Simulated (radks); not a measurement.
The numbers below are computed, except where a source is named.
Question: Successive ionisation energies (eV) of one element, from differences of total energies of ions in their ground configurations, starting at charge 44: 7447.7, 7673.4, 7900.2, 8126.8, 8444.5, 8620.3, 35929, 36653. Level of theory: non-relativistic Kohn-Sham, LDA (Slater exchange, Perdew-Wang correlation), spin-unpolarised, spherical densities, point nucleus; relativity is left out, which matters for an element this heavy (a radial shooting solver on a logarithmic mesh with Libxc functionals). Which element is it?

Answer: Tellurium (Z = 52). The first species listed is Te44+ in [He] 2s2 2p4, the last Te51+ in 1s1.
